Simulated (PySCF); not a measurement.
NMR data simulated for an unnamed compound:

¹H NMR (400 MHz, computed): δ 4.60 (s, 3H), 3.63 (s, 2H), 2.70 (s, 3H), 2.03 (s, 3H).

¹³C{¹H} NMR (computed): δ 86.5 (C), 83.4 (C), 45.9 (CH2), 39.5 (CH3), 4.7 (CH3).

In vacuum, one computed conformer, rapidly exchanging positions averaged, no relativistic terms. Shielding tensors at PBE0/pcSseg-1 (GIAO); GFN2-xTB geometry; PySCF.

Scale: ¹H, ¹³C against TMS (reference shieldings calculated alike).

Q: Which of these does the molecule contain: a C≡C triple bond, a vinyl group CH=CH2, a Si–H bond, an N-methyl group, a (CH3)2CH unit, a carboxylic acid?

A: 
- A C≡C triple bond: yes (δC 86.5, 83.4).
- A vinyl group CH=CH2: no.
- A Si–H bond: yes (δH 4.60 (s)).
- An N-methyl group: yes (δC 39.5; δH 2.70 (s)).
- A (CH3)2CH unit: no.
- A carboxylic acid: no.

The data belong to `CN(CC#CC)[SiH3]`, C₅H₁₁NSi; they needn't prove each group on their own.

Carbon signals by region: 2 at 50–100 ppm, 3 below 50 ppm.

Shifts are as computed. Against solution values, carbons near 30 ppm lie about +3 ppm off and those near 130 ppm about +5 ppm. Of 1211 compounds with measured shifts, 218 miss one by over three times the rms of a fit or turn the order of signals round; such compounds aren't used in these exercises. No couplings were computed; multiplicities are counted from neighbouring protons, with m where these are inequivalent, close in shift, in a saturated or five-membered ring or joined by F or P, and br s for small geminal =CH2 splittings.
